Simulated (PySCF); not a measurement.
AlH, SMILES [AlH] (connectivity only; charge and spin as stated), neutral, multiplicity 1. Geometry optimised at B3LYP-D3(BJ)/def2-TZVPD.

TDDFT-PBE/def2-TZVPD in PySCF puts the lowest singlet excitations at 2.80, 2.80, 5.15, 6.23, 6.23, 6.27 eV and the lowest triplet (TDA) at 1.67 eV.

Q: What are the lowest singlet roots from EOM-CCSD/aug-cc-pVDZ (PySCF 2.14.0)? (Estimate from the structure and the level; the computed values follow.)

A: 2.99, 2.99, 5.54, 6.12, 6.12, 6.14 eV; triplets 1.87, 1.87, 5.10 eV. S1 differs by 0.19 eV (second minus first; roots are paired by order, and the bases may differ).
